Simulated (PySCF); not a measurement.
Ge(F)(SH)3 (FGeH3S3), SMILES [F][Ge]([SH])([SH])[SH].

Geometry: B3LYP-D3(BJ)/def2-SVP. The structure was generated by enumeration, and PubChem lists no compound with its InChIKey, so it may never have been made. Other conformers were not sampled.

Two levels are set side by side: PBE/def2-TZVP (PySCF) and M06-2X/def2-TZVP (PySCF). Same geometry, gas phase. Differences are taken from unrounded values.

```tsv
quantity	M06-2X	PBE	PBE minus M06-2X
orbital gap (eV)	8.96	4.41	-4.56
highest occupied level (eV)	-9.25	-6.77	2.48
lowest empty level (eV)	-0.28	-2.36	-2.08
dipole moment (D)	0.13	0.04	-0.09
mean polarisability (bohr³)	84.9	89.0	4.2
```

PBE's occupied levels lie high since its potential decays too fast outside the molecule; exact exchange lowers them and widens the gap. Loosely held outer electrons make PBE densities more polarisable. Differences between two approximate levels are no errors against the true value.

Rough cost on one machine, each run with all the roots and properties that it gave: M06-2X against PBE about 3 times.
